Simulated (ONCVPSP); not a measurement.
## What one change does to a pseudopotential (arsenic, ONCV)

| Item | Value |
| --- | --- |
| Element | arsenic |
| Generator | ONCVPSP 4.0.1 |
| Type | optimised norm-conserving Vanderbilt (ONCV) |
| Functional | PW91 |
| Relativity | fully relativistic |
| Frozen core | [Ar] 3d10 |
| Valence charge | 5 |
| Reference configuration | 4s2 4p3 |
| Partial waves | 4s: rc 1.80 bohr, ncon 5, nbas 9, qcut 3.4 1/bohr, 3 projectors, debl 0.8 Ha; 4p: rc 2.00 bohr, ncon 4, nbas 8, qcut 3.5 1/bohr, 3 projectors, debl 2.9 Ha; d scattering state at 0.09 Ha: rc 2.00 bohr, ncon 5, nbas 10, qcut 5.6 1/bohr, 2 projectors, debl 0.8 Ha |
| Local potential | polynomial inside 1.15 bohr (lpopt 5, dvloc0 0 Ha) |
| Core correction | none |

Open shells are filled in proportion to 2j + 1.

Change: s: debl 2.7.

Cutoffs: the cutoffs (Ha) at which the residual kinetic energy of the hardest occupied pseudo-wave falls to 1 and 0.1 mHa per electron; they do not see the model core or the augmentation charge, which bear on the density cutoff. Errors are all-electron minus pseudo energies relative to the spin-unpolarised reference configuration.

**Question.** What does the change do?

**Answer.** The potential gets neither clearly harder nor softer (46 Ha and 66 Ha → 46 Ha and 66 Ha); the bound ghosts move from d, s to d; the errors of the 4 common tests hardly move; the range in which the s phases agree widens (upper end 3.7 → at the end of the scan).

| quantity | base | changed |
| --- | --- | --- |
| cutoff, loose | 46 Ha | 46 Ha |
| cutoff, tight | 66 Ha | 66 Ha |
| bound ghosts | s, d5/2, d3/2 | d5/2, d3/2 |
| GHOST(+) flags under 300 eV | s at 107.4 eV | s at 197.5 eV |
| error for 4s2 4p2, meV [ΔE 9.21 eV] | -2.7 | -2.7 |
| error for 4s2 4p1, meV [ΔE 27.21 eV] | -16 | -16 |
| error for 4s2 4p0, meV [ΔE 55.03 eV] | -30 | -30 |
| error for 4s1 4p3, meV [ΔE 19.34 eV] | +7.0 | +6.9 |
| s: phases at 1.83 bohr within 0.05 rad from the reference energy up to (Ha; the scan ends near 5) | 3.7 | to the end of the scan |
| p3/2: phases at 2.02 bohr within 0.05 rad from the reference energy up to (Ha; the scan ends near 5) | to the end of the scan | to the end of the scan |
| p1/2: phases at 2.02 bohr within 0.05 rad from the reference energy up to (Ha; the scan ends near 5) | to the end of the scan | to the end of the scan |
| d5/2: phases at 2.02 bohr within 0.05 rad from the reference energy up to (Ha; the scan ends near 5) | 3.6 | 3.6 |
| d3/2: phases at 2.02 bohr within 0.05 rad from the reference energy up to (Ha; the scan ends near 5) | 3.6 | 3.6 |

 A true bound ghost makes a file unfit for plane-wave use even where its test errors are small: the radial tests pick states by their node count and pass the ghost by.
